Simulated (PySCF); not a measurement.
Input of a run (PBE0-D3(BJ)/def2-SVP geometry optimisation, gas phase (PySCF 2.14.0)), started from a GFN2-xTB structure with every atom displaced at random (by about 0.01 Å):
```
{"job": {"xc": "PBE0", "basis": "def2-SVP", "d3": "d3bj", "grid": 1, "shake": 0.01, "kind": "geom"}, "charge": 0, "multiplicity": 1}
F      1.798160    -2.256880    -0.220730
Si     1.298080    -0.892810     0.512890
Br     3.062430     0.412950     0.517080
C     -0.036040    -0.117060    -0.491840
C     -1.455060     0.008610     0.083150
C     -0.620640     1.235670    -0.112250
H      1.022120    -1.257020     1.882830
H     -0.017730    -0.322160    -1.558140
H     -2.295080    -0.144040    -0.543480
H     -1.626610    -0.331670     1.112980
H     -0.216550     1.724660     0.766990
H     -0.873390     1.911480    -0.899610
```

Output (energies in Eh, forces in Eh/bohr):
```
step   0  E = -3080.29144713  max force = 0.027981
step   1  E = -3080.29535652  max force = 0.005948
step   2  E = -3080.29589910  max force = 0.001991
step   3  E = -3080.29596537  max force = 0.000609
step   4  E = -3080.29601058  max force = 0.000903
step   5  E = -3080.29609851  max force = 0.001429
step   6  E = -3080.29623472  max force = 0.001623
step   7  E = -3080.29635651  max force = 0.001655
step   8  E = -3080.29642810  max force = 0.001534
step   9  E = -3080.29648012  max force = 0.000905
step  10  E = -3080.29649710  max force = 0.001642
step  11  E = -3080.29650351  max force = 0.001027
step  12  E = -3080.29650387  max force = 0.000354
optimisation converged
```

Question: Summarise the run.

Answer: The energy falls by 0.138 eV over 13 energy and gradient evaluations, the largest force component goes from 0.0280 to 3.5e-04 Eh/bohr, and the atoms move by 0.297 Å rms after alignment. The bond that changes most is Si2–H7 (fluorine-bound silicon to Si–H hydrogen), which lengthens by 0.041 Å. Bonds longer at the end by more than 0.005 Å: 6 of 12; shorter: 4. Among the angles that change most is C4–Si2–H7, from 119.0° to 111.8°. Among the dihedrals that turn most is F1–Si2–C4–H8, from -27° to -57°. The energy never rose by more than 1e-6 Eh on the way. The first step brought 77 % of the lowering.

Question: What are the final bond lengths?

Answer: F1–Si2 1.622 Å, Si2–Br3 2.216 Å, Si2–C4 1.837 Å, C4–C5 1.512 Å, C5–C6 1.489 Å, C4–C6 1.511 Å, Si2–H7 1.485 Å, C4–H8 1.095 Å, C5–H9 1.093 Å, C5–H10 1.095 Å, C6–H11 1.095 Å, C6–H12 1.093 Å. Numbering counts from 1 in the input's order; the species is `F[Si@@H](Br)C1CC1`.

The run used 136 basis functions and 81 SCF cycles in all.

PBE0-D3(BJ)/def2-SVP frequencies: not computed here. The numbers are those of one conformer.
